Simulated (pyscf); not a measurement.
O=SiH₂ + HO–SiH₃ → HO–SiH₂–O–SiH₃, an addition across a multiple bond or ene-type step (singlet surface; H–O broken, H–O, O–Si formed). PySCF, gas phase, ωB97X-D3(BJ)/def2-SVP geometries. MP2 and CC: frozen core, UHF for open shells. ΔMP2 is the change of the MP2 total energy from the triple- to the quadruple-zeta basis. Energies in kcal/mol from the separated reactants.

GFN2-xTB: tblite. 

Q: In single points GFN2-xTB puts the saddle at 1.2 kcal/mol and the reaction energy at -37.8 kcal/mol. Should these be trusted to within a few kcal/mol? Compare with CCSD(T)/def2-TZVPP + ΔMP2(QZVPP).

A: CCSD(T)/def2-TZVPP + ΔMP2(QZVPP) gives ΔE‡ = -17.7 kcal/mol and ΔE = -75.8 kcal/mol. GFN2-xTB lies 18.9 kcal/mol over it in the barrier and 38.1 kcal/mol over it in the reaction energy, so on this step it does not hold to within 3.0 kcal/mol. CCSD(T)/def2-TZVPP + ΔMP2(QZVPP) has limits of its own. On the reactant side the descent ends in an adduct with a O–Si contact, 22.0 kcal/mol under the separated species and 1.6 kcal/mol under the saddle at ωB97X-D3(BJ)/def2-TZVP. At CCSD(T) the saddle lies under the separated reactants, which points to a path from their complex (located at ωB97X-D3(BJ) alone). What is counted as formed (O–Si) is already present as a longer contact in the reactant adduct; forming that adduct is a step of its own. At ωB97X-D3(BJ)/def2-TZVP the barrier from the zero used here is -20.4 kcal/mol. One saddle was located; it need not be the lowest between these sides. The CCSD(T) − MP2 part came from Ansatz, without density fitting, on the same reference.
